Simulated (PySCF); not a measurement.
`[NH3+]c1ccc(C(=O)C)cc1` (charge +1). Level of theory: PBE0-D3(BJ)/def2-SVP geometry optimisation, gas phase in PySCF.

```
atom  x, y, z in Å
C1     3.3661    0.1314    0.2581
C2     2.3288   -0.5758   -0.5627
O3     2.6086   -1.3644   -1.4310
C4     0.8649   -0.2878   -0.2914
C5     0.4302    0.6140    0.6825
C6    -0.9323    0.8333    0.8826
C7    -1.8333    0.1335    0.0930
N8    -3.2777    0.3668    0.2883
C9    -1.4351   -0.7718   -0.8862
C10   -0.0745   -0.9752   -1.0704
H11    4.3594   -0.2030   -0.0628
H12    3.2915    1.2226    0.1286
H13    3.2375   -0.0865    1.3299
H14    1.1476    1.1564    1.3001
H15   -1.2678    1.5398    1.6471
H16   -3.6970    0.8726   -0.5059
H17   -3.4549    0.9254    1.1329
H18   -3.7958   -0.5169    0.3937
H19   -2.1629   -1.3125   -1.4978
H20    0.2988   -1.6739   -1.8226
```

(1) Where is the centre of mass (commonest isotopes), and what is the radius of gyration?

(2) Give the dihedral angles C6–C7–C9–C10, C6–C7–N8–H16, N8–C7–C9–H19, C1–C2–C4–C5, C2–C4–C5–C6, N8–C7–C9–C10.

(3) Which two atoms are farthest apart?

(4) Work out the bond lengths C1–H13, C2=O3, C2–C4, C4–C5, C6–C7 in Å.

(5) How far are the heavy atoms from their best plane (unweighted least squares)?

(6) What are the angles H11–C1–H12, C2–C1–H11, C7–N8–H17, C7–C9–C10, C4–C10–H20?

(7) Write the matrix of distances between heavy atoms (Å, lower triangle).

Results:

(1) Mass 136.076 u; centre at (0.194, -0.188, -0.202) Å; Rg = √(Σ m r²/M) = 2.412 Å. As Ia + Ib + Ic = 2 Σ m r², the three principal moments sum to 1583.7 u·Å².

(2) C6–C7–C9–C10 0° (synperiplanar); C6–C7–N8–H16 110° (anticlinal); N8–C7–C9–H19 -1° (synperiplanar); C1–C2–C4–C5 0° (synperiplanar); C2–C4–C5–C6 180° (antiperiplanar); N8–C7–C9–C10 179° (antiperiplanar). Dihedral signs follow IUPAC: positive where, seen along the central bond, the front bond turns clockwise onto the rear one.

(3) H11···H18, 8.17 Å; the next longest distance is 8.14 Å.

(4) For C1–H13 the difference vector is (-0.1286, -0.2179, 1.0718) Å, of length 1.1013 Å. C1–H13 1.101; C2=O3 1.206; C2–C4 1.516; C4–C5 1.397; C6–C7 1.387 Å.

(5) 0.005 Å rms; none is more than 0.008 Å off.

(6) From the scalar product of the two bond vectors; for H11–C1–H12 it is -0.3974 Å² over 1.0961 × 1.1014 Å², cos θ = -0.3292. H11–C1–H12 109.2°; C2–C1–H11 108.8°; C7–N8–H17 111.3°; C7–C9–C10 118.0°; C4–C10–H20 117.9°.

(7) 
```
C1    0.000
C2    1.500  0.000
O3    2.380  1.206  0.000
C4    2.595  1.516  2.345  0.000
C5    3.005  2.563  3.623  1.397  0.000
C6    4.400  3.835  4.767  2.422  1.394  0.000
C7    5.202  4.273  4.929  2.758  2.388  1.387  0.000
N8    6.648  5.749  6.372  4.234  3.737  2.464  1.476  0.000
C9    5.018  3.783  4.123  2.424  2.804  2.441  1.392  2.464  0.000
C10   3.851  2.489  2.735  1.401  2.419  2.797  2.382  3.729  1.388  0.000
```

Whether it is a minimum is left open (no frequencies).

One conformer stands for the species.
